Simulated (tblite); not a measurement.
Species: CH11N3PSi2 (charge -1).
Numbering: `[CH3:1][NH:2][Si@:3]([NH2:4])([PH2:5])[N-:6][SiH3:7]` (hydrogens: H8, H9, H10 on C1; H11 on N2; H12, H13 on N4; H14, H15 on P5; H16, H17, H18 on Si7)

Structure optimised with GFN2-xTB, isolated species.

(1) Give the optimised bond lengths and angles.

Answers

(1) 
```json
{"bond": "C1–N2", "length (pm)": "143.4", "order": "single"}
{"bond": "N2–Si3", "length (pm)": "176.0", "order": "single"}
{"bond": "Si3–N4", "length (pm)": "176.0", "order": "single"}
{"bond": "Si3–P5", "length (pm)": "229.1", "order": "single"}
{"bond": "Si3–N6", "length (pm)": "167.5", "order": "single"}
{"bond": "N6–Si7", "length (pm)": "167.6", "order": "single"}
{"bond": "C1–H8, C1–H9, C1–H10", "length (pm)": "109.6", "order": "single"}
{"bond": "N2–H11", "length (pm)": "101.1", "order": "single"}
{"bond": "N4–H12, N4–H13", "length (pm)": "100.9", "order": "single"}
{"bond": "P5–H14, P5–H15", "length (pm)": "137.8", "order": "single"}
{"bond": "Si7–H16", "length (pm)": "148.3", "order": "single"}
{"bond": "Si7–H17, Si7–H18", "length (pm)": "149.5", "order": "single"}
```

Bonds in one row agree within 1 pm and their mean is given. Orders are formal, as drawn. A selection of angles:
```json
{"angle": "N2–C1–H8", "degrees": "107.7"}
{"angle": "N2–C1–H9", "degrees": "110.9"}
{"angle": "N2–C1–H10", "degrees": "113.4"}
{"angle": "H8–C1–H9", "degrees": "108.5"}
{"angle": "H8–C1–H10", "degrees": "107.5"}
{"angle": "C1–N2–Si3", "degrees": "115.0"}
{"angle": "C1–N2–H11", "degrees": "110.5"}
{"angle": "Si3–N2–H11", "degrees": "111.4"}
{"angle": "N2–Si3–N4", "degrees": "101.5"}
{"angle": "N2–Si3–P5", "degrees": "100.6"}
{"angle": "N2–Si3–N6", "degrees": "120.1"}
{"angle": "N4–Si3–P5", "degrees": "103.2"}
{"angle": "N4–Si3–N6", "degrees": "113.5"}
{"angle": "P5–Si3–N6", "degrees": "115.7"}
{"angle": "Si3–N4–H12", "degrees": "111.0"}
{"angle": "H12–N4–H13", "degrees": "107.0"}
{"angle": "Si3–P5–H14", "degrees": "91.9"}
{"angle": "Si3–P5–H15", "degrees": "92.6"}
{"angle": "H14–P5–H15", "degrees": "91.3"}
{"angle": "Si3–N6–Si7", "degrees": "135.0"}
{"angle": "N6–Si7–H16", "degrees": "107.5"}
{"angle": "N6–Si7–H17", "degrees": "118.1"}
{"angle": "H16–Si7–H17", "degrees": "105.9"}
{"angle": "H17–Si7–H18", "degrees": "102.3"}
```

Dihedral angles: C1–N2–Si3–N4 170° (antiperiplanar); N2–Si3–N6–Si7 62° (synclinal).

Of the pairs four or more bonds apart, P5···H8 is among the closest relative to their van der Waals radii: 2.80 Å, 93 % of the sum of Bondi's values. Si7 (SiH3 silicon) is distorted tetrahedral (angles from 102.3° to 118.1°). N4 (silicon-bound nitrogen) is pyramidal (angles 111.2°, 111.0° and 107.0°, sum 329.2°, 0.39 Å off the plane of its three neighbours). Si3 (four-coordinate silicon) is distorted tetrahedral (angles from 100.6° to 120.1°). The N–Si distances run from 1.675 Å (Si3–N6, drawn single) to 1.760 Å (Si3–N4, drawn single), a spread of 0.085 Å. N2 (silicon-bound nitrogen) is pyramidal (angles 115.0°, 111.4° and 110.5°, sum 336.8°, 0.38 Å off the plane of its three neighbours). P5 (three-coordinate phosphorus) is pyramidal (angles 92.6°, 91.9° and 91.3°, sum 275.8°, 0.87 Å off the plane of its three neighbours).

Point group: C1 (no symmetry element, even within 0.4 Å). Its GFN2-xTB frequencies are all real (lowest 26 cm⁻¹). Torsions: C1–N2–Si3–N4 170°, N2–Si3–N4–H 87° and -154°, N2–Si3–P5–H -97° and 172°, N2–Si3–N6–Si7 62°.

Time: 4.9 s wall. Hardware: an Intel Xeon with one thread, shared host. These figures are those of the optimisation.

One conformer stands for the species.

The numbers are calculated, not measured.
